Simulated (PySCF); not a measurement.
Electric field gradients and quadrupole coupling constants

Species: C4H6F2N2Si.
Structure used (GFN2-xTB), in Å, numbered top down from 1:
```
atom  x, y, z in Å
F1    -1.1086    2.0209   -0.4033
C2     0.0966    1.7968    0.2246
C3     0.5550    0.4024   -0.0033
C4     1.8174   -0.0936   -0.2440
F5     2.9496    0.6208   -0.3298
C6     1.6692   -1.4828   -0.3663
N7     0.4031   -1.7994   -0.2158
N8    -0.2756   -0.6687    0.0104
Si9   -2.0394   -0.7499    0.1552
H10    0.8197    2.5096   -0.1842
H11   -0.0690    1.9992    1.2907
H12    2.4151   -2.2264   -0.5580
H13   -2.2551   -2.1680    0.3931
H14   -2.3759    0.0958    1.2998
H15   -2.6067   -0.2487   -1.0910
```

Field gradients from the PBE0/pcSseg-1 density (PySCF, non-relativistic), principal values in atomic units, ordered |Vxx| ≤ |Vyy| ≤ |Vzz|:

```csv
atom,Vxx,Vyy,Vzz
N7,0.2478,0.8111,-1.0589
N8,-0.0485,-0.5327,0.5812
```

Task: Find the asymmetry η = (Vxx − Vyy)/Vzz and the couplings χ = eQV/h (234.96 MHz × Q in barn × V in au), with Q(14N) = 0.02044 b.

Result: 
```tsv
atom	environment	nucleus	η	χzz (MHz)	χxx (MHz)	χyy (MHz)
N7	pyridine-type nitrogen	14N	0.53	-5.09	1.19	3.90
N8	pyrrole-type nitrogen	14N	0.83	2.791	-0.233	-2.558
```

Task: What is Vzz at N7 in SI units (1 au = 9.71736 × 10²¹ V/m²)?

Result: -1.0589 au = -10.290 × 10²¹ V/m².

Task: What couplings would deuterons (Q(2H) = 0.00286 b) have in place of the hydrogens, at this geometry?

Result: 
```
atom  bonded to  bond length (Å)  Vzz (au)     η  χzz (kHz)
 H10         C2            1.095    0.2852  0.07        192
 H11         C2            1.098    0.2814  0.07        189
 H12         C6            1.071    0.3453  0.07        232
 H13        Si9            1.454    0.1655  0.01        111
 H14        Si9            1.462    0.1598  0.06        107
 H15        Si9            1.458    0.1631  0.04        110
```

One conformer (not necessarily the lowest) at the GFN2-xTB geometry, without solvent, vibrations or thermal averaging. GFN2-xTB bond lengths can be off by several hundredths of an ångström, more for odd bonds, and the gradients follow them. With so small a basis the couplings can be 20 % off.

These values come from a run that also computed NMR shieldings. Hardware: one thread, Arm Neoverse N1 (aarch64), no GPU (shared host). Cost: 55 s, 0.84 GiB resident at most.
